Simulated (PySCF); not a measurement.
Oxygen: a sound run and one with changed settings

Sound run: O⁺ [He] 2s2 2p3, O²⁺ [He] 2s2 2p2. Computed with PySCF 2.14 in def2-TZVP, with the non-relativistic Hamiltonian (point nucleus). In the sound run the correlated levels freeze 1s2. The sound run starts from symmetry-adapted Hartree-Fock orbitals and uses a fine grid where one is needed.

Changed run: basis STO-3G. This setting is unsound on purpose.

| species | method | sound run (hartree) | changed run (hartree) | converged |
| --- | --- | --- | --- | --- |
| O⁺ | UHF | -74.37400 | -73.44358 | yes |
| O⁺ | M06-L | -74.58429 | -73.61728 | yes |
| O⁺ | r2SCAN | -74.55582 | -73.60160 | yes |
| O⁺ | MP2 | -74.47006 | -73.44358 | yes |
| O²⁺ | UHF | -73.10312 | -72.10797 | yes |
| O²⁺ | M06-L | -73.28146 | -72.24471 | yes |
| O²⁺ | r2SCAN | -73.25176 | -72.23888 | yes |
| O²⁺ | MP2 | -73.17651 | -72.11973 | yes |
| O²⁺ | CCSD(T) | -73.19961 | -72.12986 | yes |

Ionisation energy of O⁺:

```
 method  sound run (eV)  changed run (eV)
    UHF          34.583            36.344
  M06-L          35.452            37.350
 r2SCAN          35.485            37.081
    MP2          35.199            36.024
SCS-MP2          34.948            35.960
```

A minimal basis cannot let orbitals breathe on ionisation and holds almost no correlation.

For comparison, NIST gives 35.121 eV between the lowest levels.
